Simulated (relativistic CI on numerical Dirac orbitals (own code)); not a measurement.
**How well does a small relativistic CI reproduce V⁴⁺?**

Method of calculation: Dirac-Coulomb-Breit CI, KLI orbitals optimised for each configuration, QED by a radiative potential, valence Slater integrals scaled by 0.85, configuration energies shifted to the measured levels that pair with them (semi-empirical) (own radial code, finite nucleus).

Configurations in the expansion (outside the closed core [Ne]): 3s2.3p6.3d, 3s2.3p6.4s, 3s2.3p6.4p, 3s2.3p6.4d, 3s2.3p6.5s, 3s2.3p5.3d2, 3s2.3p6.5p, 3s2.3p6.5d, 3s2.3p6.6s, 3s2.3p6.6p, 3s2.3p6.5g, 3s2.3p6.5f, 3s2.3p6.6d, 3s2.3p6.7s, 3s2.3p6.6f, 3s2.3p6.7p, 3s2.3p6.8s, 3s2.3p5.3d.4s, 3s2.3p4.3d3, 3s.3p6.3d2, 3s2.3p5.3d.4p, 3p6.3d3. Levels of other configurations are missing.

| Configuration | Term (tabulated) | J | Measured (cm⁻¹) | Computed | Error | Purity (%) |
| --- | --- | --- | --- | --- | --- | --- |
| 3s2.3p6.3d | 2D | 3/2 | 0.0 | 0 | 0 | 98 |
| 3s2.3p6.3d | 2D | 5/2 | 624.9 | 595 | -30 | 98 |
| 3s2.3p6.4s | 2S | 1/2 | 148143.4 | 148143 | 0 | 99 |
| 3s2.3p6.4p | 2P° | 1/2 | 206393.7 | 206421 | 27 | 100 |
| 3s2.3p6.4p | 2P° | 3/2 | 207660.0 | 207633 | -27 | 100 |
| 3s2.3p6.4d | 2D | 3/2 | 293902.9 | 293904 | 1 | 99 |
| 3s2.3p6.4d | 2D | 5/2 | 294047.2 | 294046 | -1 | 99 |
| 3s2.3p6.5s | 2S | 1/2 | 328217.3 | 328217 | 0 | 100 |
| 3s2.3p6.5p | 2P° | 1/2 | 351500.5 | 351517 | 17 | 100 |
| 3s2.3p6.5p | 2P° | 3/2 | 352018.3 | 352002 | -17 | 99 |
| 3s2.3p6.5d | 2D | 3/2 | 387977.1 | 387978 | 1 | 100 |
| 3s2.3p6.5d | 2D | 5/2 | 388043.7 | 388043 | -1 | 100 |
| 3s2.3p6.6s | 2S | 1/2 | 403855.1 | 403855 | 0 | 100 |
| 3s2.3p6.6p | 2P° | 1/2 | 415420.1 | 415427 | 7 | 100 |
| 3s2.3p6.6p | 2P° | 3/2 | 415675.7 | 415669 | -7 | 100 |
| 3s2.3p6.5g | 2G | 7/2 | 416360.3 | 416360 | 0 | 100 |
| 3s2.3p6.5g | 2G | 9/2 | 416361.8 | 416362 | 0 | 100 |
| 3s2.3p6.6d | 2D | 3/2 | 434303.8 | 434305 | 1 | 100 |
| 3s2.3p6.6d | 2D | 5/2 | 434340.9 | 434340 | -1 | 100 |
| 3s2.3p6.7s | 2S | 1/2 | 443074.7 | 443075 | 0 | 100 |
| 3s2.3p6.6f | 2F° † | 5/2 | 449370.8 | 449318 | -52 | 94 |
| 3s2.3p6.6f | 2F° † | 7/2 | 449422.5 | 449474 | 51 | 94 |
| 3s2.3p6.7p | 2P° | 1/2 | 449586.7 | 449586 | -1 | 99 |
| 3s2.3p6.7p | 2P° | 3/2 | 449772.8 | 449773 | 1 | 98 |
| 3s2.3p6.8s | 2S | 1/2 | 466065.8 | 466066 | 0 | 100 |
| 3s2.3p5.3d.4s | 2F° | 7/2 | 475531.0 | 475792 | 261 | 97 |
| 3s2.3p5.3d.4s | 2F° | 5/2 | 478566.0 | 478869 | 303 | 95 |
| 3s2.3p5.3d.4s | 2F° | 5/2 | 496296.0 | 496035 | -261 | 62 |
| 3s2.3p5.3d.4s | 2F° | 7/2 | 497556.0 | 497154 | -402 | 87 |

Measured levels from Sugar and Corliss, J. Phys. Chem. Ref. Data 7, 1191 (1978); pairs were made by configuration, J and term (by order where the table uses no LS term), so strongly mixed levels may be paired wrongly.

Mean error by configuration (cm⁻¹): 3s2.3p6.3d -30; 3s2.3p6.4s 0; 3s2.3p6.4p 0; 3s2.3p6.4d 0; 3s2.3p6.5s 0; 3s2.3p6.5p 0; 3s2.3p6.5d 0; 3s2.3p6.6s 0; 3s2.3p6.6p 0; 3s2.3p6.5g 0; 3s2.3p6.6d 0; 3s2.3p6.7s 0; 3s2.3p6.7p 0; 3s2.3p6.8s 0; 3s2.3p5.3d.4s -25. Over the excited levels the mean absolute error is 53 cm⁻¹ (28 of the 48 excited levels that our extract of the source holds in range could be paired, and the others can miss by more), and the median relative error of those above 1,000 cm⁻¹ is 0.00031 %, both after the shifts were fitted to these levels, so that a configuration with one level shows no error. † marks terms whose computed intervals miss the measured ones by more than a factor of 2.5, or configurations far off the rest, from wrong mixing, a near crossing or a doubtful label or measurement; they are left out of the means.

Configurations whose levels could be paired with our table of measured levels were shifted onto them, all but the ground configuration, by the median error of their levels; single terms can still be off by 1,000 to 2,000 cm⁻¹ or more, and rates follow the energies as ν³ (E1, M1) or ν⁵ (E2). The others borrow a shift and can be off by several thousand cm⁻¹ or more. 28 of the 48 excited levels that our extract of the measured tables holds in this range could be paired (the sources list more); they are missed by 52 cm⁻¹ on average and 402 at most, after the shifts were fitted to these levels, and levels without a partner can miss by more.

Shifts applied (cm⁻¹): 3s2.3p6.3d 0; 3s2.3p6.4s -21952; 3s2.3p6.4p -23531; 3s2.3p6.4d -22568; 3s2.3p6.5s -21747; 3s2.3p6.5p -21904; 3s2.3p6.5d -22196; 3s2.3p6.6s -21171; 3s2.3p6.6p -21304; 3s2.3p6.5g -22980; 3s2.3p6.6d -21630; 3s2.3p6.7s -21100; 3s2.3p6.6f -24594; 3s2.3p6.7p -21267; 3s2.3p6.8s -21219; 3s2.3p5.3d.4s -25200.
